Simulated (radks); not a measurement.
Results of a calculation; reference values are marked as such.
Q: Br1.5+, configuration [Ar] 3d10 4p(up 2, down 2) 4s(up 1, down 0.5) (fractional occupations, a model configuration). Level of theory: non-relativistic Kohn-Sham, BLYP, spin-polarised, spherical densities, point nucleus (a radial shooting solver on a logarithmic mesh with Libxc functionals). Some entries of the table are withheld. Estimate them.

| orbital | occ. | eigenvalue (eV) | <r> (bohr) | r(max) (bohr) |
|---|---|---|---|---|
| 1s up | 1 | -13109.27 | 0.04368 | 0.02885 |
| 1s down | 1 | -13109.22 | 0.04368 | 0.02885 |
| 2s up | 1 | -1700.092 | 0.1937 | 0.1630 |
| 2s down | 1 | -1700.054 | 0.1937 | 0.1630 |
| 2p up | 3 | -1534.571 | 0.1671 | 0.1290 |
| 2p down | 3 | -1534.530 | 0.1671 | 0.1290 |
| 3s up | 1 | -247.4611 | 0.5626 | 0.4937 |
| 3s down | 1 | -247.3856 | 0.5625 | 0.4937 |
| 3p up | 3 | -189.5840 | (1) | 0.4851 |
| 3p down | 3 | -189.5027 | (2) | 0.4851 |
| 3d up | 5 | -86.3576 | 0.5874 | 0.4297 |
| 3d down | 5 | -86.2561 | 0.5868 | 0.4297 |
| 4s up | 1 | (3) | 1.630 | 1.416 |
| 4s down | 0.5 | (4) | 1.635 | 1.416 |
| 4p up | 2 | -23.0970 | 1.900 | 1.599 |
| 4p down | 2 | -22.6451 | 1.913 | 1.604 |

A: 
(1) 3p up <r> (bohr): 0.5688
(2) 3p down <r> (bohr): 0.5687
(3) 4s up eigenvalue (eV): -35.6710
(4) 4s down eigenvalue (eV): -35.1503
